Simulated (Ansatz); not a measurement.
Reactions of CH5BS2 (`CSBS`).

Gas-phase electronic energies from Ansatz, PBE0-D4/def2-TZVP geometries. CCSD(T)/CBS adds triple-zeta CCSD(T) − MP2 to the extrapolated MP2 energy (def2 sets, frozen cores). This one scheme is used for every species, atoms too. DFT in def2-TZVPP. Open shells (•) are unrestricted, without spin–orbit coupling. Spin–orbit coupling would lower the free atoms: a little for B, C, S. For Ge outer-core shells are correlated without core-valence functions, so the limit isn't a true one: a few kJ/mol of doubt a bond, and 10 to 20 or more in all where bonds break to atoms. Scalar relativity is left out up to krypton. Each species was taken in one conformer, which may not be the lowest.

| reaction | CCSD(T)/CBS(def2) (kJ/mol) |
| --- | --- |
| `CSBS` → `BSCS` | 125 |
| `CSBS` + HCl → `CSBCl` + H₂S | ? |
| `CSBS` + GeH₄ → `CS[BH][GeH3]` + H₂S | ? |
| `CSBS` + H₂ → `BSC` + H₂S | 52 |
| `CSBS` + `[OH][AlH][Cl]` → `SB[O][AlH][Cl]` + CH₃SH | -40 |
| `CSBS` + `C[O][AlH2]` → `C[O][AlH][BH]S` + CH₃SH | ? |
| `CSBS` + `O[SiH3]` → `CSBO[SiH3]` + H₂S | -43 |
| `CSBS` → B• + C• + 5 H• + 2 S• | 3157 |
| `CSBS` + H₂O → `OBS` + CH₃SH | -34 |

Task: Fill in the missing values. (Best estimate.)

Result: The calculation gave: `CSBS` + HCl → `CSBCl` + H₂S: -8.3 kJ/mol; `CSBS` + GeH₄ → `CS[BH][GeH3]` + H₂S: +68.1 kJ/mol; `CSBS` + `C[O][AlH2]` → `C[O][AlH][BH]S` + CH₃SH: +99.1 kJ/mol.

Largest T1 diagnostic: 0.015, for `C[O][AlH][BH]S`.
